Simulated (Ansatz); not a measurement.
Cl₂Se, triplet, at a GFN2-xTB geometry (a higher spin typed on purpose: for a closed-shell molecule this is an excited state); HF/cc-pVDZ in Ansatz (a quantum-chemistry and plane-wave program).

Input for Ansatz:
Ansatz 0.2 input:
```yaml
crystal:
  periodic: [false, false, false]
  atoms:
    - {symbol: Se, position_ang: [0.09038564, 0.10880543, 0.81783642]}
    - {symbol: Cl, position_ang: [0.97674330, 1.18139250, -0.74251873]}
    - {symbol: Cl, position_ang: [-1.15751457, -1.39900335, -0.89315413]}
basis:
  gaussian:
    orbitals: cc-pVDZ
hamiltonian:
  xc: hf
magnetization: {spin_polarized: true, initial_magnetization: 2}
accuracy: high
```

It wrote (shortened):

```
Functional definition: HF
1292 factors; integrals over basis functions are off by at most 4.6e-9 eV
mean field evaluation 1: about -90305.8773 eV, gradient 1.6e1 eV
mean field evaluation 2: about -90305.8879 eV, gradient 1.6e1 eV
mean field evaluation 4: about -90308.0117 eV, gradient 2.2e0 eV
mean field evaluation 8: about -90308.2540 eV, gradient 2.5e-1 eV
mean field evaluation 16: about -90307.2983 eV, gradient 5.4e0 eV
mean field evaluation 32: about -90307.7433 eV, gradient 7.1e-1 eV
mean field evaluation 64: about -90306.9825 eV, gradient 3.8e0 eV
mean field evaluation 96: about -90307.1748 eV, gradient 9.9e-1 eV
mean field evaluation 128: about -90308.1821 eV, gradient 9.2e-1 eV
mean field evaluation 160: about -90301.9368 eV, gradient 8.9e0 eV
mean field -90308.25752527 eV, -3318.7672509183 hartree, gradient 4.4e-8 eV, S^2 2.029569; 8 other end points of the search recorded, 0 dependent functions left out
reference -90308.25752527 eV, -3318.7672509183 hartree; 35, 33 occupied and 28, 30 virtual orbitals, 1292 factors
Total energy: -90308.25752527 eV, -3318.7672509183 hartree
```
